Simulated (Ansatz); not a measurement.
Program: Ansatz 0.2.0.

A structure relaxed at PBE0-D4/def2-TZVP, charge 0, multiplicity 1:

| atom | x (Å) | y (Å) | z (Å) |
| --- | --- | --- | --- |
| N1 | 0.999 | -1.067 | -1.670 |
| B2 | 1.098 | -0.056 | -0.725 |
| Si3 | -0.526 | 0.953 | -0.087 |
| Al4 | -1.133 | 0.121 | 2.136 |
| H5 | 0.138 | -1.321 | -2.126 |
| H6 | 1.790 | -1.606 | -1.982 |
| H7 | 2.182 | 0.163 | -0.260 |
| H8 | -0.238 | 2.417 | -0.016 |
| H9 | -1.679 | 0.766 | -1.023 |
| H10 | -0.514 | 0.750 | 3.461 |
| H11 | -2.118 | -1.120 | 2.291 |

Question: Give its formula and SMILES.

Answer: AlBH7NSi, `NB[SiH2][AlH2]`.

Question: Summarise the bond lengths by kind.

Answer: 1 × B–N 1.387 Å; 2 × H–N 1.007 Å; 1 × B–Si 2.016 Å; 1 × B–H 1.200 Å; 1 × Al–Si 2.450 Å; 2 × H–Si 1.494 to 1.498 Å; 2 × Al–H 1.591 to 1.592 Å.
